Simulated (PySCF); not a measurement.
C5H4F2.
Numbering: `[F:1][C:2]1=[CH:3][CH2:4][CH:5]=[C:6]1[F:7]` (hydrogens: H8 on C3; H9, H10 on C4; H11 on C5)

Method used: PBE0-D3(BJ)/def2-SVP geometry optimisation, gas phase in PySCF.

Q: List the bond lengths, angles and torsions at this level.

A: 
```tsv
bond	length (Å)
F1–C2, C6–F7	1.319
C2=C3, C5=C6	1.343
C3–C4, C4–C5	1.498
C2–C6	1.463
C3–H8, C5–H11	1.088
C4–H9, C4–H10	1.106
```

Bonds in one row agree within 0.01 Å and their mean is given. A selection of angles:
```tsv
angle	degrees
F1–C2–C3	128.5
F1–C2–C6	121.5
C3–C2–C6	109.9
C2–C3–C4	107.4
C2–C3–H8	126.9
C4–C3–H8	125.7
C3–C4–C5	105.3
C3–C4–H9	111.4
H9–C4–H10	106.0
C5–C6–F7	128.5
```

Torsions: F1–C2–C3–C4 180° (antiperiplanar); C2–C3–C4–C5 0° (synperiplanar); C3–C4–C5–C6 0° (synperiplanar); C4–C5–C6–F7 180° (antiperiplanar); F1–C2–C6–C5 180° (antiperiplanar).

The 7 heavy atoms lie in one plane (0.001 Å rms). The 5 C–C bonds span 1.343 Å (C2=C3, drawn double) to 1.498 Å (C4–C5, drawn single), a spread of 0.155 Å. The 5-membered ring C2–C3–C4–C5–C6 has internal angles of 105.3° to 110.0°; it is planar, 0.00 Å rms from its mean plane, widest ring torsion 0°.

Point group: C2v (tolerance 0.08 Å). Stationary, but not proved a minimum.

The run took 36 s of wall time on one thread of an Arm Neoverse V2, shared host with 96 logical CPUs at a one-minute load of 32, and the process peaked at 0.52 GiB of memory. This is the geometry optimisation.
